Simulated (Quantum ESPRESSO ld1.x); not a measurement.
Question: Rh4+, configuration [Kr] 4d5. Calculated with ld1.x of Quantum ESPRESSO 7.5: scalar-relativistic Kohn-Sham, LDA (Slater exchange, Perdew-Wang correlation), spin-polarised, spherical densities, point nucleus; open shells are filled with parallel spins first. Some entries of the table are withheld. Estimate them.

orbital,occ.,eigenvalue (eV),<1/r> (bohr^-1)
1s up,1,-23063.2,47.00
1s down,1,-23063.2,47.00
2s up,1,-3391.58,10.64
2s down,1,-3390.63,10.64
2p up,3,-3047.19,10.31
2p down,3,-3046.45,10.31
3s up,1,-650.105,3.705
3s down,1,-649.435,3.706
3p up,3,-536.959,3.532
3p down,3,-536.229,3.532
3d up,5,-355.594,3.307
3d down,5,-354.624,3.308
4s up,1,(1),1.423
4s down,1,(2),1.430
4p up,3,-103.944,1.286
4p down,3,-99.8380,1.291
4d up,5,-56.3607,1.011
4d down,0,-52.3057,1.005

Answer: 
(1) 4s up eigenvalue (eV): -136.602
(2) 4s down eigenvalue (eV): -132.619
